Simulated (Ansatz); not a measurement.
Al4P4 (the lowest singlet isomer of a short search), 8 atoms. Hardware: 4 threads of Arm Neoverse N1 on a shared host.

Correlated methods freeze 40 core orbitals. In CCSD on the charge 0 quintet the largest single amplitude is 0.34, so its Hartree–Fock determinant may place the open shell otherwise than the density functionals do.

Question: How many basis functions does each of these Ansatz runs have, and roughly what does it cost? MP2/def2-TZVP, charge 0 triplet, energy, from earlier orbitals; PBE0-D4/def2-TZVP, charge 0 triplet, energy, from earlier orbitals; revPBE-D4/def2-TZVP, charge 0 singlet, energy, from earlier orbitals; HF/STO-3G, charge 0 singlet, energy; PBE-D4/def2-TZVP, charge 1 doublet at the geometry of the charge 0 singlet, energy, from earlier orbitals; ωB97X-V/def2-TZVP, charge 0 singlet, energy, from earlier orbitals; revPBE-D4/def2-TZVP, charge 0 quintet, energy, from earlier orbitals; PBE0-D4/def2-TZVP, charge 0 singlet, energy, from earlier orbitals; PBE-D4/def2-SVP, charge 0 singlet, energy, from earlier orbitals; HF/STO-3G, charge 0 triplet, energy; PBE-D4/def2-TZVP, charge 0 singlet, energy, from earlier orbitals; CCSD(T)/def2-SVP, charge 0 quintet, energy, from earlier orbitals.

Answer: Other jobs shared the machine, so times can vary by a factor of up to 3. A dash marks memory too small to be measured apart from the calling script's.

| run | functions | fitting or Cholesky vectors | wall time | peak host memory (GiB) |
| --- | --- | --- | --- | --- |
| HF/STO-3G, charge 0 singlet, energy | 72 | 775 | 0.7 s | – |
| HF/STO-3G, charge 0 triplet, energy | 72 | 778 | 3.7 s | – |
| PBE-D4/def2-SVP, charge 0 singlet, energy, from earlier orbitals | 144 | 1600 | 3.9 s | – |
| PBE-D4/def2-TZVP, charge 0 singlet, energy, from earlier orbitals | 296 | 2116 | 8.5 s | – |
| revPBE-D4/def2-TZVP, charge 0 singlet, energy, from earlier orbitals | 296 | 2116 | 9 s | – |
| revPBE-D4/def2-TZVP, charge 0 quintet, energy, from earlier orbitals | 296 | 2116 | 21 s | 0.77 |
| PBE-D4/def2-TZVP, charge 1 doublet at the geometry of the charge 0 singlet, energy, from earlier orbitals | 296 | 2116 | 22 s | 0.77 |
| PBE0-D4/def2-TZVP, charge 0 singlet, energy, from earlier orbitals | 296 | 2244 | 24 s | 1.6 |
| ωB97X-V/def2-TZVP, charge 0 singlet, energy, from earlier orbitals | 296 | 2116 | 41 s | 1.9 |
| MP2/def2-TZVP, charge 0 triplet, energy, from earlier orbitals | 296 | 1782 | 47 s | 1.4 |
| PBE0-D4/def2-TZVP, charge 0 triplet, energy, from earlier orbitals | 296 | 2244 | 64 s | 1.8 |
| CCSD(T)/def2-SVP, charge 0 quintet, energy, from earlier orbitals | 144 | 1264 | 71 s | 1.4 |
